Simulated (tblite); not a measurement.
Species: propylboronic acid, C₃H₉BO₂.
Bonds: C1–C2, C2–C3, C3–B4, B4–O5, B4–O6. Hydrogens: H7, H8, H9 on C1; H10, H11 on C2; H12, H13 on C3; H14 on O5; H15 on O6.

Computed with GFN2-xTB (tblite), gas phase: Langevin dynamics at 300 K from the optimised GFN2-xTB geometry, time step 0.5 fs, friction 0.01 fs⁻¹, 2000 steps.

Start geometry:
```
atom  x, y, z in Å
C1     -2.249   -0.170   -0.112
C2     -0.802   -0.632    0.011
C3      0.178    0.542   -0.018
B4      1.720    0.119    0.077
O5      2.065   -1.183    0.055
O6      2.728    1.035    0.173
H7     -2.927   -1.021   -0.085
H8     -2.508    0.499    0.706
H9     -2.404    0.361   -1.049
H10    -0.562   -1.314   -0.805
H11    -0.671   -1.182    0.943
H12     0.018    1.106   -0.942
H13    -0.070    1.228    0.798
H14     3.010   -1.333    0.109
H15     2.470    1.954    0.188
```

The statistics below take the 31 frames saved every 25 fs from 250 to 1000 fs; their kinetic temperature (all 3N coordinates) averages 316 K.

Q: Give the mean, spread and extremes of the bond lengths.

A: 
```csv
bond,start (Å),mean (Å),standard deviation (Å),shortest (Å),longest (Å)
C1–C2,1.524,1.530,0.037,1.452,1.622
C2–C3,1.530,1.540,0.040,1.476,1.630
C3–B4,1.602,1.607,0.031,1.557,1.668
B4–O5,1.347,1.353,0.027,1.311,1.414
B4–O6,1.366,1.372,0.034,1.307,1.434
C1–H7,1.088,1.090,0.026,1.021,1.131
C1–H8,1.088,1.093,0.031,1.026,1.171
C1–H9,1.088,1.092,0.033,1.015,1.155
C2–H10,1.090,1.096,0.025,1.041,1.142
C2–H11,1.091,1.099,0.038,1.025,1.171
C3–H12,1.095,1.100,0.030,1.020,1.145
C3–H13,1.094,1.103,0.026,1.023,1.159
O5–H14,0.958,0.959,0.026,0.914,1.016
O6–H15,0.955,0.955,0.019,0.923,1.000
```

Q: Give the same statistics for bond angles, one of each kind among heavy atoms.

A: 
```csv
angle,start (°),mean (°),standard deviation (°),smallest (°),largest (°)
C1–C2–C3,112.0,112.4,3.8,103.1,119.3
C2–C3–B4,114.4,115.4,3.6,108.1,122.1
C3–B4–O5,120.1,120.5,3.9,113.1,126.9
C3–B4–O6,122.5,122.6,3.6,116.1,131.0
O5–B4–O6,117.4,116.6,3.6,109.4,126.9
```

Q: How far does each atom move about its mean position (frames aligned on the start, all atoms weighted alike), and what rms force does it feel?

A: 
```
atom  rms displacement (Å)  rms force (eV/Å)
  C1                  0.10              2.17
  C2                  0.12              1.99
  C3                  0.12              1.68
  B4                  0.08              1.61
  O5                  0.23              1.56
  O6                  0.15              1.32
  H7                  0.24              0.96
  H8                  0.28              1.08
  H9                  0.29              1.16
 H10                  0.24              0.87
 H11                  0.25              1.23
 H12                  0.19              1.11
 H13                  0.19              0.91
 H14                  0.30              1.17
 H15                  0.30              0.93
```

The displacements run from 0.08 to 0.30 Å.

Q: Follow the torsions C1–C2–C3–B4 and C2–C3–B4–O5 through every second one of these frames.

A: 
| t (fs) | C1–C2–C3–B4 (°) | C2–C3–B4–O5 (°) |
| --- | --- | --- |
| 250 | 169 | 7 |
| 300 | 174 | -5 |
| 350 | -178 | -13 |
| 400 | -176 | 0 |
| 450 | 177 | 5 |
| 500 | 163 | 13 |
| 550 | 172 | 0 |
| 600 | 173 | 22 |
| 650 | -171 | 15 |
| 700 | -164 | 12 |
| 750 | -165 | 5 |
| 800 | -171 | 6 |
| 850 | -179 | 12 |
| 900 | 174 | 19 |
| 950 | 164 | 1 |
| 1000 | 173 | -12 |

Largest departure from the start value over all these frames: C1–C2–C3–B4 18° (start -179°), C2–C3–B4–O5 19° (start 6°).

Q: How widely does the potential energy scatter, against a harmonic estimate?

A: Mean 0.48 eV above the start, standard deviation 0.099 eV, range 0.33 to 0.73 eV. For 39 classical harmonic modes at 300 K the canonical values are 39kT/2 = 0.50 eV and kT·√(39/2) = 0.114 eV.

The run is classical and short, so these are rough statistics of one trajectory.

What follows is the cost of the whole dynamics run. On an Intel Xeon 6975P-C with one thread, no GPU, shared host with 192 logical CPUs at a one-minute load of 20, this took 5.8 s wall and 0.18 GiB of memory at its peak.
